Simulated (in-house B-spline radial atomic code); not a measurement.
Configurations of Mn III (Mn2+), with energies counted from [Ar] 3d5. All numbers are computed (non-relativistic M06-2X, spin-polarised, spherical fractional occupations; point nucleus) with an all-electron radial atomic-structure program (B-spline basis), not measured. Caution: exact exchange at fractional occupations of open shells leaves self-interaction of up to several eV. Shells without spins written out take the highest spin.

Occupations are held fixed; configurations that lie above the ionisation limit could autoionise.

| configuration | E - E(ref) (eV) | highest orbital | its <r> (bohr) |
| --- | --- | --- | --- |
| [Ar] 3d(3 up, 2 down) | 18.247 | 3d down | 1.2 |
| [Ar] 3d4 4p1 | 19.767 | 4p up | 2.96 |
| [Ne] 3s2 3p5 3d5 4s1 | 54.891 | 4s up | 2.5 |
| [Ne] 3s2 3p5 3d5 4p1 | 61.951 | 4p up | 2.943 |
| [Ne] 3s2 3p(2 up, 3 down) 3d(5 up, 0 down) 4d(0 up, 1 down) | 77.201 | 4d down | 4.234 |
| [Ne] 3s2 3p(3 up, 2 down) 3d(3 up, 2 down) 4f(1 up, 0 down) | 96.275 | 4f up | 6.069 |

Question: Order these further configurations by energy, lowest first.
A. [Ne] 3s2 3p(2 up, 3 down) 3d(2 up, 3 down) 4s(1 up, 0 down)
B. [Ne] 3s2 3p(2 up, 3 down) 3d(1 up, 4 down) 4p(1 up, 0 down)
C. [Ar] 3d4 4s1
D. [Ne] 3s2 3p5 3d5 4d1
E. [Ne] 3s2 3p5 3d5 4f1

Answer: C (12.782 eV), D (68.994 eV), E (72.331 eV), B (77.007 eV), A (78.757 eV).

Question: How far above the reference does [Ne] 3s2 3p5 3d6 lie?

Answer: 55.462 eV; its least bound orbital is 3d down with <r> = 1.341 bohr.
